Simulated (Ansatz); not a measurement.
`C[B](C)[AlH2]` + `N/C=[CH]/[SnH3]` → `[AlH2]/[CH]=[CH]/[SnH3]` + `CB(C)N`  (redistribution)

Gas-phase electronic energies from Ansatz, PBE0-D4/def2-TZVP geometries. CCSD(T)/CBS adds triple-zeta CCSD(T) − MP2 to the extrapolated MP2 energy (def2 sets, frozen cores). Double bonds are as drawn, so ΔE can hold a change between cis and trans. DFT in def2-TZVPP. def2 core potentials past Kr. For Sn outer-core shells are correlated without core-valence functions, which leaves a few kJ/mol of doubt a bond. Each species was taken in one conformer, which may not be the lowest.

```csv
level,ΔE (eV),difference from CCSD(T)/CBS
PBE-D4,-2.00,0.24
PBE0-D4,-2.05,0.19
PBE,-1.99,0.25
PBE0,-2.04,0.20
MP2/def2-TZVPP,-2.32,-0.08
SCS-MP2/def2-TZVPP,-2.29,-0.05
CCSD/def2-TZVPP,-2.25,-0.01
SCS-MP2/def2-QZVPP,-2.29,-0.05
HF/CBS(def2),-2.22,0.02
CCSD/CBS(def2),-2.23,0.01
CCSD(T)/CBS,-2.24,0
```

Largest T1 diagnostic among the species: 0.013.

From PBE to PBE0 (25 % exact exchange), in def2-TZVPP and without D4, ΔE moves by −0.05 eV.
